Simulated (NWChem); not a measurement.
Molecule: C$_{2}$H$_{2}$BF$_{2}$N; SMILES N#CCB(F)F

```xyz
8

N      0.4287     2.5553     0.6661
C     -0.1297     1.6336     0.2454
C     -0.8211     0.4705    -0.2782
B     -0.0912    -0.9087    -0.0489
F     -0.6575    -2.0091    -0.4973
F      1.0589    -1.0145     0.5701
H     -1.8293     0.4012     0.1668
H     -0.9903     0.5911    -1.3627
```
Atoms are numbered in this order, from 1.

Level: PBE0/def2-SVP (NWChem), optimised geometry, unscaled harmonic frequencies. 

### Question
List the harmonic frequencies with IR intensities, and the thermochemistry.

### Answer
| frequency (cm⁻¹) | IR intensity (km/mol) |
|---|---|
| 41 | 10.1 |
| 126 | 4.8 |
| 335 | 0.2 |
| 351 | 0.9 |
| 435 | 16.6 |
| 471 | 8.2 |
| 581 | 11.7 |
| 789 | 0.4 |
| 845 | 47.7 |
| 995 | 2.3 |
| 1169 | 3.4 |
| 1196 | 42.2 |
| 1370 | 267.6 |
| 1404 | 96.0 |
| 1472 | 294.1 |
| 2421 | 17.8 |
| 3070 | 7.4 |
| 3122 | 3.4 |

```json
{
 "zero_point_energy": "28.9 kcal/mol",
 "thermal correction to the enthalpy at 298.15 K (with zero-point energy)": "33.2 kcal/mol",
 "heat capacity Cv": "19.2 cal/(mol K)",
 "entropy at 298.15 K and 1 atm (symmetry number 1)": "79.3 cal/(mol K)",
 "dipole_moment": "3.44 D"
}
```

Rigid rotor and harmonic oscillator; modes under 100 cm⁻¹ make the entropy uncertain.
